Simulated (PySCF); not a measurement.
Choosing a molecule for a target property.

Each SMILES stands for a single optimised conformer of the isolated species, non-relativistic unless stated; the electronic structure was computed with PySCF and density fitting.

The conformers computed, where there is a choice (atom-mapped SMILES and torsion angles):
- `[CH2:1]=[C:2]([CH3:3])[P@+:4]([CH3:5])([NH2:6])[N:7]([CH3:8])[CH3:9]`: C1–C2–P4–C5 149°, C2–P4–N7–C8 60°, H–N6–P4–C2 -172°, H–N6–P4–C2 52°
- `[CH3:1][n:2]1[n:3][n:4][cH:5][c:6]1[CH:7]1[CH2:8][CH2:9]1`: C5–C6–C7–C8 -37°
- `[CH2:1]=[CH:2][n:3]1[n:4][c:5]([CH3:6])[cH:7][c:8]1[S:9][CH3:10]`: C1–C2–N3–N4 0°, C7–C8–S9–C10 -1°
- `[cH:1]1[cH:2][cH:3][c:4](-[c:5]2[cH:6][cH:7][cH:8][s:9]2)[n:10][cH:11]1`: C3–C4–C5–C6 180°
- `[CH2:1]=[CH:2]/[P:3]=[P:4]/[c:5]1[cH:6][cH:7][c:8]([Cl:9])[cH:10][cH:11]1`: C1–C2–P3–P4 180°, P3–P4–C5–C6 0°

**Question.** Wanted: smallest rotational constant between 0.56 GHz and 1.05 GHz (GFN2-xTB) and HOMO energy above -6.5 eV (PBE0/pcSseg-1), at GFN2-xTB geometries. Which candidate meets both?
A. `C=CN1N=C(C)C=C1SC`
B. `c1ccsc1-c1ncccc1`
C. `C=C(C)[P@+](C)(N)N(C)C`
D. `C=C/P=P/c1ccc(Cl)cc1`
E. `Cn1nncc1C1CC1`

**Answer.** A. Computed values:
```csv
species,smallest rotational constant,HOMO energy
C=C/P=P/c1ccc(Cl)cc1,0.243 GHz,-6.54 eV
c1ccsc1-c1ncccc1,0.517 GHz,-6.40 eV
C=CN1N=C(C)C=C1SC,0.595 GHz,-6.19 eV
Cn1nncc1C1CC1,1.013 GHz,-6.86 eV
C=C(C)[P@+](C)(N)N(C)C,1.091 GHz,-11.35 eV
```
